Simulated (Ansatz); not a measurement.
In₂Se₃⁻. The state is a doublet with charge -1. Geometry PBE-D4/def2-SVPD; atoms count from 1.

```xyz
5

In    0.923   -1.277   -0.890
In   -1.052    0.706    1.289
Se   -0.681    1.028   -1.551
Se   -0.491   -1.947    1.328
Se    1.302    1.491   -0.176
```

In the def2 sets In takes a core potential; there is no spin–orbit coupling. Another isomer (doublet) lies 0.05 eV lower at PBE0-D4/def2-TZVPD; other spin states weren't run for this one.

(1) Estimate the Mulliken populations from the PBE0/def2-TZVPD orbitals of Ansatz.

(2) Where does the spin sit?

(3) And the Mayer bond orders between bonded heavy atoms (over 0.3)?

Answers

(1) 
```
atom  charge (e)  spin (α − β)
 In1        0.35          0.19
 In2        0.35          0.19
 Se3       -0.51          0.07
 Se4       -0.68          0.47
 Se5       -0.51          0.08
```
Mulliken values and Mayer orders depend strongly on the basis. With diffuse functions, as here, like atoms can get unlike values, and bond orders can come out too low or too high.

(2) Summed by element: In 0.38, Se 0.62, of 1 unpaired in all. Largest on single atoms: Se4 0.47, In2 0.19, In1 0.19.

(3) In1–Se3 0.39 (2.89 Å); In1–Se4 0.78 (2.71 Å); In1–Se5 0.39 (2.88 Å); In2–Se3 0.39 (2.88 Å); In2–Se4 0.78 (2.71 Å); In2–Se5 0.39 (2.88 Å); Se3–Se5 0.94 (2.46 Å).
